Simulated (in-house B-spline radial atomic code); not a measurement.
Ba²⁺. Computed with a B-spline radial atomic code. Model: non-relativistic spherical atom: semilocal Troullier-Martins pseudo-atom, one channel per l, against all electrons, high spin, G0W0 and RPA with empty states to l = 8, local potential for every l without a channel, a model core (radius 0 = none) keeps its share of the functional.

Without relativity these are model numbers for so heavy an element.

What the tables leave out is listed at the end.

The pseudopotential gives back the lowest level of each angular momentum of its own functional in the configuration it was made in; a second state of the same l is only approximately right. Exact exchange, RPA and GW see the smooth pseudo-orbitals and miss the exchange with the core, for which the functional's share stands in. The column with an uncorrelated core keeps all orbitals and exact exchange, and so separates missing core correlation from pseudisation. Only the three outermost levels and the lowest empty one were computed. RPA here is direct RPA, with no exchange kernel, and its energies carry an (l + 1/2)⁻⁴ tail. A hybrid on a potential with a model core restores only its own semilocal share of the core's exchange.

Command:
```bash
python run_psgw.py task.json out
```
Settings (lengths in bohr, energies in hartree):
```
Z                      56
electrons              54
configuration          [Kr] 4d10 5s2 5p6
generated_in           [Xe] 6s2
functional             pbe,pbe
core_shells            8
radius_factor          0.9
core_correction        False
```

Run time, properties included: 36 s on 1 thread of Arm Neoverse N1, on a shared host.

Given: made with PBE; model core radius 0 bohr; local radius 0.76 bohr; mean-field start PBE.

Valence shells of the generating configuration: 4d, 5s, 5p, 6s.

Channel: s 1.39, p 1.51, d 0.628 (radii in bohr).

Computed: largest level miss in the spin-unpolarised generating configuration 0.057 eV; valence RPA correlation energy all-electron orbitals -1.1528 hartree; valence RPA correlation energy pseudo -1.5201 hartree; all-electron RPA polarisability, core included 9.9335 bohr³.

| level | occupied | mean-field all-electron (eV) | mean-field pseudo minus all (eV) | G0W0 all-electron (eV) | G0W0 uncorrelated core minus all (eV) | G0W0 pseudo minus all (eV) | exchange self-energy all-electron (eV) | exchange self-energy pseudo (eV) |
| --- | --- | --- | --- | --- | --- | --- | --- | --- |
| 5p | 1 | -30.771 | -0.139 | -36.275 | 0.023 | -0.907 | -23.187 | -21.718 |
| 5d (empty) | 0 | -13.41 | -0.181 | -10.057 | 0.039 | 0.14 | -6.0429 | -4.6737 |

**Question.** What is the pseudo-atom RPA polarisability?

**Answer.** 9.8676 bohr³.

Given: mean-field start PBE0.

Computed: valence RPA correlation energy all-electron orbitals -1.0948 hartree; all-electron RPA polarisability, core included 9.1244 bohr³; pseudo-atom RPA polarisability 8.8475 bohr³.

```
     level  occupied  mean-field all-electron (eV)  mean-field pseudo minus all (eV)  G0W0 all-electron (eV)  G0W0 uncorrelated core minus all (eV)  G0W0 pseudo minus all (eV)  exchange self-energy all-electron (eV)  exchange self-energy pseudo (eV)
        5p         1                       -32.378                            -0.311                 -36.441                                  0.024                      -0.809                                 -23.133                           -21.957
        4d         1                       -109.63                             2.002                 -116.62                                 -0.789                       5.319                                 -64.584                           -40.675
5d (empty)         0                       -12.363                             0.042                  -9.977                                  0.037                       0.213                                 -5.7176                           -4.3485
```

**Question.** What is the valence RPA correlation energy pseudo?

**Answer.** -1.4573 hartree.

Given: mean-field start Hartree-Fock.

Computed: valence RPA correlation energy all-electron orbitals -0.95602 hartree; all-electron RPA polarisability, core included 7.6151 bohr³; pseudo-atom RPA polarisability 6.845 bohr³.

| level | occupied | mean-field all-electron (eV) | mean-field pseudo minus all (eV) | G0W0 all-electron (eV) | G0W0 uncorrelated core minus all (eV) | G0W0 pseudo minus all (eV) | exchange self-energy all-electron (eV) | exchange self-energy pseudo (eV) |
| --- | --- | --- | --- | --- | --- | --- | --- | --- |
| 5p | 1 | -35.971 | -1.042 | -36.817 | 0.028 | -0.417 | -22.832 | -22.568 |
| 5s | 1 | -52.506 | -0.489 | -50.589 | 0.053 | -0.529 | -29.155 | -27.613 |
| 6s (empty) | 0 | -9.0416 | -0.121 | -9.6144 | 0.009 | -0.11 | -1.1567 | -1.0344 |

**Question.** What is the valence RPA correlation energy pseudo?

**Answer.** -1.3029 hartree.

Among the listed levels the largest G0W0 shift of the pseudo-atom is +5.32 eV, for 4d on the PBE0 start, while leaving the core uncorrelated moves that level by -0.79 eV. So pseudisation and the lost core exchange, not the missing core correlation, make the error. Not in the tables (levels of low weight, unsolved or above zero; the highest and the empty levels are kept at any weight): on PBE the G0W0 levels 5s (pseudo minus all -0.53 eV, weights 0.51 and 0.56), 4d (pseudo minus all +4.80 eV, weights 0.65 and 0.80); on PBE0 the G0W0 levels 5s (pseudo minus all -0.76 eV, weights 0.71 and 0.72); on Hartree-Fock the G0W0 levels 4d (pseudo minus all +6.33 eV, weights 0.47 and 0.91).
